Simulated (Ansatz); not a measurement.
Reaction (substitution at a C–B bond): `CBN([SiH3])[SiH3]` + `[NH2][SnH2][F]` → `C[NH][SnH2][F]` + `BN([SiH3])[SiH3]`

Calculated with Ansatz (gas phase, PBE0-D4/def2-TZVP geometries, no zero-point term in ΔE). CCSD(T)/CBS adds triple-zeta CCSD(T) − MP2 to the extrapolated MP2 energy (def2 sets, frozen cores). Elements past krypton have def2 core potentials. For Sn outer-core shells are correlated without core-valence functions, which leaves a few kJ/mol of doubt a bond. Each species was taken in one conformer, which may not be the lowest.

```
             level  ΔE (eV)
     HF/def2-TZVPP     0.78
SCS-MP2/def2-QZVPP     0.84
```

What does CCSD(T)/CBS give? (An estimate is asked.)

Computed: +0.88 eV. The listed levels differ from it by -0.10, -0.04 eV.

Largest T1 diagnostic among the species: 0.013.

In def2-TZVPP, CCSD(T) changes the Hartree–Fock value by +0.09 eV (the triples alone add +0.01 eV) and MP2 by +0.11 eV.
